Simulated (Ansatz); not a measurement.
Frontier orbitals of BFGaH6NSi (`N[SiH]([GaH2])BF`).

Charge 0, multiplicity 1. Correlated methods include outer-core shells of Ga, which these sets cover unevenly. Scalar relativity is left out up to krypton. The structure was optimised at the PBE0-D4/def2-TZVP level. It is one conformer, not always the lowest. Basis def2-TZVPP, the Gaussian-basis code of Ansatz.

| functional | HOMO (eV) | LUMO (eV) | gap (eV) |
| --- | --- | --- | --- |
| LDA (SPW92) | -6.00 | -3.20 | 2.80 |
| PBE | -5.87 | -2.94 | 2.93 |
| PBE0 | -7.09 | -2.15 | 4.94 |
| HSE06 (plane-wave form) | -6.70 | -2.52 | 4.18 |
| BHLYP | -8.10 | -1.36 | 6.74 |
| CAM-B3LYP | -8.35 | -1.20 | 7.15 |
| ωB97M-V | -9.12 | -0.40 | 8.72 |
| HF | -9.59 | 0.71 | 10.30 |

Against PBE, PBE0 changes HOMO and LUMO by −1.22 and +0.80 eV, ωB97M-V by −3.25 and +2.55 eV. A gap of 2.93 eV thus becomes 8.73 eV for the same molecule, so an orbital gap means little without its functional.
